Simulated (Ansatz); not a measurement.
CH3F (SMILES CF), charge 0, multiplicity 1, relaxed at each level with Ansatz (a program for electronic structure); harmonic frequencies from differences of analytic forces, average atomic masses, frozen cores.

```json
[
 {"mode": "1", "HF/def2-TZVPP (cm⁻¹)": "1168", "PBE/def2-TZVPP (cm⁻¹)": "1030", "r2SCAN/def2-TZVPP (cm⁻¹)": "1057", "PBE0/def2-TZVPP (cm⁻¹)": "1097", "wB97X-V/def2-TZVPP (cm⁻¹)": "1088", "CCSD(T)/cc-pVTZ (cm⁻¹)": "1093"},
 {"mode": "2", "HF/def2-TZVPP (cm⁻¹)": "1306", "PBE/def2-TZVPP (cm⁻¹)": "1152", "r2SCAN/def2-TZVPP (cm⁻¹)": "1194", "PBE0/def2-TZVPP (cm⁻¹)": "1198", "wB97X-V/def2-TZVPP (cm⁻¹)": "1200", "CCSD(T)/cc-pVTZ (cm⁻¹)": "1208"},
 {"mode": "3", "HF/def2-TZVPP (cm⁻¹)": "1306", "PBE/def2-TZVPP (cm⁻¹)": "1152", "r2SCAN/def2-TZVPP (cm⁻¹)": "1194", "PBE0/def2-TZVPP (cm⁻¹)": "1198", "wB97X-V/def2-TZVPP (cm⁻¹)": "1200", "CCSD(T)/cc-pVTZ (cm⁻¹)": "1208"},
 {"mode": "4", "HF/def2-TZVPP (cm⁻¹)": "1618", "PBE/def2-TZVPP (cm⁻¹)": "1433", "r2SCAN/def2-TZVPP (cm⁻¹)": "1481", "PBE0/def2-TZVPP (cm⁻¹)": "1485", "wB97X-V/def2-TZVPP (cm⁻¹)": "1493", "CCSD(T)/cc-pVTZ (cm⁻¹)": "…"},
 {"mode": "5", "HF/def2-TZVPP (cm⁻¹)": "1619", "PBE/def2-TZVPP (cm⁻¹)": "1439", "r2SCAN/def2-TZVPP (cm⁻¹)": "1489", "PBE0/def2-TZVPP (cm⁻¹)": "1489", "wB97X-V/def2-TZVPP (cm⁻¹)": "1498", "CCSD(T)/cc-pVTZ (cm⁻¹)": "…"},
 {"mode": "6", "HF/def2-TZVPP (cm⁻¹)": "1619", "PBE/def2-TZVPP (cm⁻¹)": "1439", "r2SCAN/def2-TZVPP (cm⁻¹)": "1489", "PBE0/def2-TZVPP (cm⁻¹)": "1489", "wB97X-V/def2-TZVPP (cm⁻¹)": "1498", "CCSD(T)/cc-pVTZ (cm⁻¹)": "…"},
 {"mode": "7", "HF/def2-TZVPP (cm⁻¹)": "3184", "PBE/def2-TZVPP (cm⁻¹)": "2956", "r2SCAN/def2-TZVPP (cm⁻¹)": "3020", "PBE0/def2-TZVPP (cm⁻¹)": "3044", "wB97X-V/def2-TZVPP (cm⁻¹)": "3055", "CCSD(T)/cc-pVTZ (cm⁻¹)": "3045"},
 {"mode": "8", "HF/def2-TZVPP (cm⁻¹)": "3262", "PBE/def2-TZVPP (cm⁻¹)": "3039", "r2SCAN/def2-TZVPP (cm⁻¹)": "3110", "PBE0/def2-TZVPP (cm⁻¹)": "3131", "wB97X-V/def2-TZVPP (cm⁻¹)": "3143", "CCSD(T)/cc-pVTZ (cm⁻¹)": "3131"},
 {"mode": "9", "HF/def2-TZVPP (cm⁻¹)": "3262", "PBE/def2-TZVPP (cm⁻¹)": "3039", "r2SCAN/def2-TZVPP (cm⁻¹)": "3110", "PBE0/def2-TZVPP (cm⁻¹)": "3131", "wB97X-V/def2-TZVPP (cm⁻¹)": "3143", "CCSD(T)/cc-pVTZ (cm⁻¹)": "3131"}
]
```

Modes are in rising order at each level. Some entries are withheld; supply them.


- 5, CCSD(T)/cc-pVTZ (cm⁻¹): 1508
- 4, CCSD(T)/cc-pVTZ (cm⁻¹): 1501
- 6, CCSD(T)/cc-pVTZ (cm⁻¹): 1508
